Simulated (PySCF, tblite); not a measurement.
C4H14P2Si2.
Bonds: C1–C2, C2–C3, C2–C4, C2–Si5, Si5–P6, P6–Si7, Si7–P8, Si5–P8. Hydrogens: H9, H10, H11 on C1; H12, H13, H14 on C3; H15, H16, H17 on C4; H18 on Si5; H19 on P6; H20, H21 on Si7; H22 on P8.

Jobs on this species (22 atoms, 96 electrons) with PySCF (density fitting) and tblite. Hardware of each: an Arm Neoverse N1 with one thread, no GPU, shared host. The host was shared with other jobs, so the times are rough.

Question: Rank these jobs by wall time, shortest first.
A. CAM-B3LYP/def2-SVPD; 10 singlets by full TDDFT, 4 Tamm–Dancoff triplets, polarisability, ΔSCF ions, density and orbital grids written; 288 basis functions
B. GFN2-xTB; L-BFGS relaxation
C. PBE0/pcSseg-1, IEF-PCM acetonitrile; shieldings, ring-centre shieldings; 234 basis functions

Answer: B (3.2 s), C (93 s), A (11 min).

All jobs:

| level and settings | work | basis functions | SCF cycles | wall time |
| --- | --- | --- | --- | --- |
| GFN2-xTB | Hessian by finite differences | – | – | 2.6 s |
| GFN2-xTB | L-BFGS relaxation | – | – | 3.2 s |
| B3LYP/pcSseg-1 | shieldings, ring-centre shieldings | 234 | 12 | 87 s |
| PBE0/pcSseg-1, IEF-PCM acetonitrile | shieldings, ring-centre shieldings | 234 | 12 | 93 s |
| PBE0/pcSseg-1, IEF-PCM acetone | shieldings, ring-centre shieldings, charges and field gradients | 234 | 12 | 98 s |
| PBE0/pcSseg-1 | shieldings, ring-centre shieldings, charges and field gradients, density and orbital grids written | 234 | 12 | 1.9 min |
| PBE0-D3(BJ)/def2-SVP, grid level 1 | geometry optimisation from a GFN2-xTB start shaken at random | 198 | 82 | 9.4 min |
| CAM-B3LYP/def2-SVPD | 10 singlets by full TDDFT, 4 Tamm–Dancoff triplets, polarisability, ΔSCF ions, density and orbital grids written | 288 | 12 | 11 min |

Q: What do all jobs in the table cost together?

A: About 27 min; the longest takes about 41 % of that, and about 250 times as long as the shortest.
